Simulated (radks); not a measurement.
The numbers below are computed, except where a source is named.
Excited configurations of the molybdenum ion Mo2+: one electron is placed in a higher orbital outside [Kr] 4d3. The ground configuration is [Kr] 4d4. Code: a radial shooting solver on a logarithmic mesh with Libxc functionals. Model: scalar-relativistic Kohn-Sham, SCAN, spin-polarised, spherical densities, finite nucleus; open shells are filled with parallel spins first (spin-orbit coupling, left out, can overturn this in heavy ions); meta-GGA in the generalised Kohn-Sham scheme; Fermi nuclear charge, rms radius 4.4091 fm. Excitation = E - E(ground); binding = E(ion) - E, where the ion is the core of charge +3; n* = 3/sqrt(2 binding) in atomic units, and the quantum defect is n - n*.

outer orbital,excitation (eV),binding (eV),n*,eigenvalue (eV),<r> (bohr)
4f,19.736,8.182,3.869,-6.376,5.215
6p,18.698,9.221,3.644,-7.952,6.545
6d,21.457,6.461,4.353,-5.498,8.708
7f,25.092,2.827,6.582,-2.421,20.09

The Delta-SCF ionisation energy is 27.918 eV (NIST Atomic Spectra Database: 27.1 eV, semi-empirical). Self-interaction in the functional shifts the binding energies and quantum defects, so they are the method's values and not measured ones. Open shells are spherical and high-spin; term and fine-structure splittings are not resolved.
